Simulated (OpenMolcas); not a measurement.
OpenMolcas run: Rh⁷⁺

Input:

```
&GATEWAY
Coord
1

Rh 0.0 0.0 0.0
Basis=ANO-RCC-MB
Group=XYZ
NoMove
AngMom=0.0 0.0 0.0
AMFI
&SEWARD
Relativistic=R04O02
&RASSCF
FileOrb=start.orb
Symmetry=1
Spin=3
nActEl=2 0 0
Inactive=9 9
Ras2=5 0
CIRoot=10 10 1
SDav=10
CIMx=300
Iter=120 100
PrWF=0.3
OrbListing=Nothing
MaxOrb=0
Atom
>>> COPY $Project.JobIph JOB001
&RASSCF
FileOrb=start.orb
Symmetry=1
Spin=1
nActEl=2 0 0
Inactive=9 9
Ras2=5 0
CIRoot=15 15 1
SDav=15
CIMx=300
Iter=120 100
PrWF=0.3
OrbListing=Nothing
MaxOrb=0
Atom
CIOnly
>>> COPY $Project.JobIph JOB002
&RASSI
NrOfJobIphs=2 10 15
1 2 3 4 5 6 7 8 9 10
1 2 3 4 5 6 7 8 9 10 11 12 13 14 15
IphNames
JOB001
JOB002
EJob
SpinOrbit
DIPRint=1.0
SOCoupling=1000.0
Subsets=2
MEES
Property=10
'ANGMOM' 1 'ANGMOM' 2 'ANGMOM' 3 'MLTPL  1' 1 'MLTPL  1' 2 'MLTPL  1' 3
'AMFI' 1 'AMFI' 2 'AMFI' 3 'MLTPL  2' 6
SOProperty=3
'ANGMOM' 1 'ANGMOM' 2 'ANGMOM' 3
```

Launched by
```bash
OMP_NUM_THREADS=1 MOLCAS_MEM=2252 MOLCAS_PROJECT=a pymolcas a.inp > a.log  # once for each step of the input, in one work folder
```

A driver script runs the steps one by one and writes start.orb anew before each from the orbitals found so far, so a CI-only block uses the converged orbitals of the first block.

Output, cut to the results:

```
--- SEWARD ---
Basis set label: RH.ANO-RCC...5S4P2D.

      Electronic valence basis set:
      ------------------
      Associated Effective Charge  45.000000 au
      Associated Actual Charge     45.000000 au
      Nuclear Model: Point charge

      Shell  nPrim  nBasis  Cartesian Spherical Contaminant
         s      21       5        X
         p      18       4        X
         d      13       2                 X
Relativistic=R04O02
                  Relativistic Douglas-Kroll-Hess integrals:
                    - DKH order of Hamiltonian: 4
                    - DKH order of Properties : 2
--- RASSCF ---
Wave function specifications:
      -----------------------------

      Number of closed shell electrons          36
      Number of electrons in active shells       2
      Max number of holes in RAS1 space          0
      Max nr of electrons in RAS3 space          0
      Number of inactive orbitals               18
      Number of active orbitals                  5
      Number of secondary orbitals               4
      Spin quantum number                      1.0
      State symmetry                             1
Orbital specifications:
      -----------------------

      Symmetry species                           1   2
                                                ag  au
      Frozen orbitals                            0   0
      Inactive orbitals                          9   9
      Active orbitals                            5   0
      RAS1 orbitals                              0   0
      RAS2 orbitals                              5   0
      RAS3 orbitals                              0   0
      Secondary orbitals                         1   3
      Deleted orbitals                           0   0
      Number of basis functions                 15  12
      Number of CSFs                            10
      Number of root(s) required                10
      Iter CI   SX   CI       RASSCF       Energy    max ROT     max BLB   max BLB  Level Ln srch  Step   QN
          iter iter root      energy       change     param      element    value   shift minimum  type update
 Nr of preliminary CI iterations:   1
      Total energies have been shifted. Add                -4000.00 au
        1   1    5    0  -767.95203935    0.00E+00   7.89E-02    8  11 2  7.24E-01*  0.00   0.00    SX    NO
        2   1    4    0  -768.16129517   -2.09E-01* -7.04E-03    7  10 2  6.17E-02*  0.00   0.00    SX    NO
        3   1    4    0  -768.16286309   -1.57E-03* -4.75E-04    8  11 2  4.17E-03*  0.00   0.00    SX    NO
        4   1    3    0  -768.16287066   -7.56E-06* -3.31E-05    8  11 2  2.90E-04*  0.00   0.00    SX    NO
        5   1    3    0  -768.16287069   -3.73E-08* -2.49E-06    9  12 2  2.03E-05   0.00   1.08    QN   YES
        6   1    1    0  -768.16287069   -1.90E-10  -3.42E-12    9  15 1  2.40E-08   0.00   1.00    QN   YES
      Convergence after  6 iterations
        7   1    1    0  -768.16287069    9.09E-13  -3.42E-12    9  15 1  2.40E-08   0.00   1.00    QN   YES
      Natural orbitals and occupation numbers for root  1
      sym 1:   0.918431   0.918431   0.000000   0.081569   0.081569
      Natural orbitals and occupation numbers for root  2
      sym 1:  -0.000000   0.009829   0.990171   0.990171   0.009829
      Natural orbitals and occupation numbers for root  3
      sym 1:  -0.000000   0.142024   0.857976   0.142024   0.857976
::    RASSCF root number  1 Total energy:  -4768.17977743
::    RASSCF root number  2 Total energy:  -4768.17977743
::    RASSCF root number  3 Total energy:  -4768.17977743
::    RASSCF root number  4 Total energy:  -4768.17977743
::    RASSCF root number  5 Total energy:  -4768.17977743
::    RASSCF root number  6 Total energy:  -4768.17977743
::    RASSCF root number  7 Total energy:  -4768.17977743
::    RASSCF root number  8 Total energy:  -4768.12342163
::    RASSCF root number  9 Total energy:  -4768.12342163
::    RASSCF root number 10 Total energy:  -4768.12342163
--- RASSCF ---
Wave function specifications:
      -----------------------------

      Number of closed shell electrons          36
      Number of electrons in active shells       2
      Max number of holes in RAS1 space          0
      Max nr of electrons in RAS3 space          0
      Number of inactive orbitals               18
      Number of active orbitals                  5
      Number of secondary orbitals               4
      Spin quantum number                      0.0
...
--- RASSI ---
SPIN-FREE ENERGIES:
  (Shifted by EMIN (a.u.) =      -4768.1797774335)

 SF State       Relative EMIN(au)   Rel lowest level(eV)    D:o, cm**(-1)      L_eff

     1             0.0000000000        0.0000000000              0.0000         3.0
     2             0.0000000000        0.0000000000              0.0000         3.0
     3             0.0000000000        0.0000000000              0.0000         3.0
     4             0.0000000000        0.0000000000              0.0000         3.0
     5             0.0000000000        0.0000000000              0.0000         3.0
     6             0.0000000000        0.0000000000              0.0000         3.0
     7             0.0000000000        0.0000000000              0.0000         3.0
    11             0.0482033624        1.3116803130          10579.4152         2.0
    12             0.0482033624        1.3116803130          10579.4152         2.0
    13             0.0482033624        1.3116803130          10579.4152         2.0
    14             0.0482033624        1.3116803130          10579.4152         2.0
    15             0.0482033624        1.3116803130          10579.4152         2.0
    10             0.0563557995        1.5335194270          12368.6683         1.0
     8             0.0563557995        1.5335194270          12368.6683         1.0
     9             0.0563557995        1.5335194270          12368.6683         1.0
    16             0.0745027355        2.0273227123          16351.4604         4.0
    17             0.0745027355        2.0273227123          16351.4604         4.0
    18             0.0745027355        2.0273227123          16351.4604         4.0
    19             0.0745027355        2.0273227123          16351.4604         4.0
    20             0.0745027355        2.0273227123          16351.4604         4.0
    21             0.0745027355        2.0273227123          16351.4604         4.0
...
```

Levels above the lowest, from the spin-orbit matrix, grouped by J:

| Configuration | Term | J | E (cm-1) | g | Term weight % | Second |
| --- | --- | --- | --- | --- | --- | --- |
| 4d2 | 3F | 2 | 0.0 | 0.672 | 98 |  |
| 4d2 | 3F | 3 | 1843 | 1.084 | 100 |  |
| 4d2 | 3F | 4 | 3929 | 1.249 | 99 |  |
| 4d2 | 1D | 2 | 12358 | 1.105 | 77 | 22 3P |
| 4d2 | 3P | 0 | 13434 |  | 99 |  |
| 4d2 | 3P | 1 | 14212 | 1.501 | 100 |  |
| 4d2 | 3P | 2 | 16120 | 1.391 | 78 | 22 1D |
| 4d2 | 1G | 4 | 18815 | 1.001 | 99 |  |
| 4d2 | 1S | 0 | 43360 |  | 99 |  |

Without dynamic correlation excited terms often stand tens of per cent too high (terms of higher spin than the ground term too low), and those without a measured partner can miss by more than the paired ones. Terms from blocks run as CI alone lack orbitals of their own. The basis is small and was not contracted for so high a charge. Only configurations of the active space appear.

The RASSCF and RASSI steps took 4.2 s on 1 thread of Intel(R) Xeon(R) Platinum 8488C (Sapphire Rapids), on a shared host; the integral step is not counted.

The term weight is that of the spin-free term in the level, not the purity of its configuration.
